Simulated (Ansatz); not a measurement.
Reactions of `C[O][GeH]([F])[AlH2]`.

Gas-phase electronic energies from Ansatz, PBE0-D4/def2-TZVP geometries. CBS: MP2 limit from def2 TZ/QZ plus the TZ coupled-cluster correction, frozen cores. This one scheme is used for every species. For Ge outer-core shells are correlated without core-valence functions, which leaves a few kJ/mol of doubt a bond. Scalar relativity is left out up to krypton. One conformer a species, not always the lowest.

(1) Order these by ΔE at CCSD(T)/CBS, lowest first. (An estimate is asked.)
A. `C[O][GeH]([F])[AlH2]` + `CNNC` → `C[NH][AlH2]` + `C[NH][GeH]([F])[O]C`
B. `C[O][GeH]([F])[AlH2]` + H₂S → `C[O][GeH]([F])[SH]` + `[AlH3]`
C. `C[O][GeH]([F])[AlH2]` → `[CH3][Al]([F])[O][GeH3]`
D. `C[O][GeH]([F])[AlH2]` → `C[O][AlH2]` + `[F][GeH]`
E. `C[O][GeH]([F])[AlH2]` → `[AlH3]` + `C[O][Ge][F]`

Largest T1 diagnostic: 0.015, for `C[O][Ge][F]`.

Answers

(1) C (-356.4 kJ/mol), A (-249.3 kJ/mol), B (-26.5 kJ/mol), D (+44.2 kJ/mol), E (+53.3 kJ/mol).
